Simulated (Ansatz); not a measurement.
## One molecule, several partners

PH₃ beside different partners, each pair relaxed from a docking trial to one local arrangement, named by its closest contact against the van der Waals radii; a more strongly bound one may exist. Pairs that react, share a proton or have a doubtful reference are left out. Counterpoise interaction energies from the frozen fragments; negative means bound. Gas-phase electronic energies, without zero-point energy, by CCSD(T) at an estimated basis limit (MP2 extrapolated from triple and quadruple zeta, plus CCSD(T) − MP2 in triple zeta); Ansatz 0.2.0, def2-TZVPPD and QZVPPD, frozen cores, on PBE0-D4/def2-TZVP (TZVPD for anions) structures. Extrapolation: Hartree–Fock as exp(−7.88 √X), correlation as X^−2.97.

```csv
partner,"closest contact, atom of PH₃ first (Å)",interaction energy (kJ/mol)
H₂O,P···H 2.57,?
SiH₄,P···Si 3.74,-4.6
HBr,P···H 2.86,-5.6
Br⁻,H···Br 2.49,-23.6
NH₄⁺,P···H 2.21,-66.2
H₃O⁺,P···H 2.26,-50.1
```

**Question.** What is the interaction energy with H₂O? (Judge from chemistry; the value comes from the calculation.)

**Answer.** The calculation gives: -10.2 kJ/mol. It counts from the two fragments frozen as in the pair.

**Question.** Which of these pairs would not bind at these structures without electron correlation? (A judgement: the text doesn't fix the answer.)

**Answer.** Computed: HBr, SiH₄: the Hartree–Fock interaction is repulsive at this distance, so correlation does the binding there; at its own, longer distance Hartree–Fock may still bind a polar pair.

No T1 diagnostic of these runs exceeds 0.014. The filled d shells of Br are correlated in sets not built for that, so values that involve them are less sure.

For scale, one of the runs: CCSD(T)/def2-TZVPPD, 215 basis functions, launched by `ansatz run in.yaml --threads 2 --pin off --events-out ev --progress --plain --max-ram 5222MiB`. The run took 32 s on 2 CPU threads of an Intel Xeon Platinum 8488C (shared host), with 2.8 GiB of host memory at its peak.
